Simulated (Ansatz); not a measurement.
Reaction (formal hydrolysis of the In–Br bond): `[CH3][In]([Cl])[Br]` + H₂O → `[CH3][In]([OH])[Cl]` + HBr

Gas-phase electronic energies from Ansatz, PBE0-D4/def2-TZVP geometries. CBS: MP2 limit from def2 TZ/QZ plus the TZ coupled-cluster correction, frozen cores. This one scheme is used for every species. DFT in def2-TZVPP. B3LYP here is the variant with VWN-RPA as its local correlation; programs differ in this. HSE06 is defined as in plane-wave codes. def2 core potentials past Kr. For Br, In outer-core shells are correlated without core-valence functions, which leaves a few kJ/mol of doubt a bond. Scalar relativity is left out up to krypton. Each species was taken in one conformer, which may not be the lowest.

`[CH3][In]([Cl])[Br]`:

Z-matrix (Å, degrees):
```
C
In 1 2.128
H 1 1.089 2 109.4
H 1 1.089 2 109.2 3 121.2
H 1 1.090 2 108.5 3 -119.6
Cl 2 2.326 1 123.2 3 -155.2
Br 2 2.462 1 124.9 3 25.1
```

H₂O:

Z-matrix (Å, degrees):
```
O
H 1 0.960
H 1 0.960 2 105.1
```

`[CH3][In]([OH])[Cl]`:

Z-matrix (Å, degrees):
```
C
In 1 2.131
H 1 1.090 2 109.7
H 1 1.088 2 109.0 3 120.5
H 1 1.090 2 109.3 3 -119.6
O 2 1.978 1 129.7 3 52.8
Cl 2 2.327 1 122.2 3 -127.3
H 6 0.960 2 113.3 1 -0.0
```

HBr:

Z-matrix (Å, degrees):
```
Br
H 1 1.420
```

| level | ΔE (kJ/mol) | difference from CCSD(T)/CBS |
| --- | --- | --- |
| LDA (SPW92) | 104.6 | -7.6 |
| PBE-D4 | 106.9 | -5.3 |
| revPBE-D4 | 105.3 | -6.9 |
| r2SCAN-D4 | 110.6 | -1.6 |
| B97M-V | 107.5 | -4.7 |
| PBE0-D4 | 117.8 | 5.6 |
| B3LYP-D4 | 111.0 | -1.2 |
| r2SCANh-D4 | 114.5 | 2.3 |
| r2SCAN0-D4 | 119.8 | 7.6 |
| HSE06-D4 | 118.3 | 6.1 |
| BHLYP-D4 | 122.6 | 10.4 |
| CAM-B3LYP-D4 | 107.3 | -4.9 |
| ωB97X-V | 109.2 | -3.0 |
| ωB97M-V | 111.7 | -0.5 |
| B2PLYP | 108.2 | -4.0 |
| PBE-QIDH | 118.6 | 6.4 |
| PBE | 105.3 | -6.9 |
| revPBE | 105.3 | -6.9 |
| BLYP | 99.0 | -13.2 |
| r2SCAN | 110.3 | -1.9 |
| PBE0 | 116.2 | 4.0 |
| B3LYP | 108.4 | -3.8 |
| r2SCANh | 114.1 | 1.9 |
| HSE06 | 116.7 | 4.5 |
| BHLYP | 118.2 | 6.0 |
| CAM-B3LYP | 105.4 | -6.8 |
| LC-ωPBE | 107.1 | -5.1 |
| RPA@PBE/def2-TZVPP | 100.1 | -12.1 |
| HF/def2-SVP | 130.8 | 18.6 |
| MP2/def2-SVP | 109.8 | -2.4 |
| CCSD/def2-SVP | 110.1 | -2.1 |
| CCSD(T)/def2-SVP | 107.7 | -4.5 |
| HF/def2-TZVPP | 129.8 | 17.6 |
| MP2/def2-TZVPP | 111.8 | -0.4 |
| SCS-MP2/def2-TZVPP | 108.5 | -3.7 |
| CCSD/def2-TZVPP | 111.1 | -1.1 |
| CCSD(T)/def2-TZVPP | 108.3 | -3.9 |
| HF/def2-QZVPP | 128.6 | 16.4 |
| SCS-MP2/def2-QZVPP | 110.1 | -2.1 |
| MP2/CBS(def2) | 115.6 | 3.4 |
| CCSD(T)/CBS | 112.2 | 0 |

Largest T1 diagnostic among the species: 0.014.

From PBE to PBE0 (25 % exact exchange), in def2-TZVPP and without D4, ΔE moves by +10.9 kJ/mol. At CCSD(T), def2-SVP lies −4.5 kJ/mol from the extrapolated value and def2-TZVPP −3.9 kJ/mol. Leaving LDA and LC-ωPBE aside and taking each functional with its dispersion term where it has one, the values, not all of them listed here, spread over 21.1 kJ/mol, from BLYP-D4 to BHLYP-D4.
